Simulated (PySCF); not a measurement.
Vertical excitations of a molecule C3H5BF2O from TDA-ωB97X/def2-SVPD run with PySCF, as energy in eV (oscillator strength): 6.50 (0.401), 6.74 (0.000), 7.40 (0.000), 7.56 (0.023), 7.94 (0.003), 8.55 (0.012), 8.75 (0.019), 9.19 (0.029), 9.21 (0.129), 9.40 (0.010). Lowest triplet (TDA): 3.69 eV. The structure is a stationary point at PBE0-D3(BJ)/def2-SVP. Other conformers were not sampled.

Q: Which molecule gave these data?
(A) OB(F)[C@H]1C[C@H]1F
(B) C=C(OC)B(F)F
(C) OB(F)C/C=C/F
(D) CB(O)/C(F)=C\F

A: D, CB(O)/C(F)=C\F
